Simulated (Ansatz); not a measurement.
NaLi₆⁺. Total charge 1; singlet. Geometry PBE/def2-TZVP; atoms count from 1.

```csv
atom,x (Å),y (Å),z (Å)
Li1,-1.298,-2.244,0.861
Li2,0.688,2.559,0.787
Li3,-0.975,0.418,2.553
Li4,-1.092,0.456,-0.476
Li5,1.086,-0.426,0.505
Li6,1.398,1.227,-2.002
Na7,0.192,-1.989,-2.227
```

The restricted singlet is unstable towards broken spin symmetry in Hartree–Fock (as tested in another run); at PBE0/def2-TZVP this wasn't settled. The structure comes from a short search, and lower isomers may exist.

Q: Estimate the Mulliken populations from the PBE0/def2-TZVP orbitals of Ansatz.

A: 
```tsv
atom	charge (e)
Li1	0.16
Li2	0.17
Li3	0.17
Li4	0.02
Li5	0.02
Li6	0.16
Na7	0.32
```
Mulliken values depend strongly on the basis.

Q: And the Mayer bond orders between heavy atoms (over 0.3)?

A: Li4–Li5 0.34 (2.55 Å).
